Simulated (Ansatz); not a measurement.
Job for Ansatz (a quantum-chemistry and plane-wave program): U-PBE/cc-pVTZ on BBrH2 (SMILES BBr), a point of a bond scan (R = 1.420 Å).

Ansatz 0.2 input:
```yaml
crystal:
  periodic: [false, false, false]
  atoms:
    - {symbol: B, position_ang: [-0.84896739, -1.29115255, 0.21121296]}
    - {symbol: H, position_ang: [-0.39627001, -2.23026393, 1.17558985]}
    - {symbol: H, position_ang: [-1.82647135, -1.42145963, -0.44309788]}
    - {symbol: Br, position_ang: [0.18694365, 0.28431336, -0.04650935]}
basis:
  gaussian:
    orbitals: cc-pVTZ
hamiltonian:
  xc: {name: PBE}
magnetization: {spin_polarized: true, initial_magnetization: 0}
```

Question: Predict the final total energy.

Answer: -2599.8159 hartree.
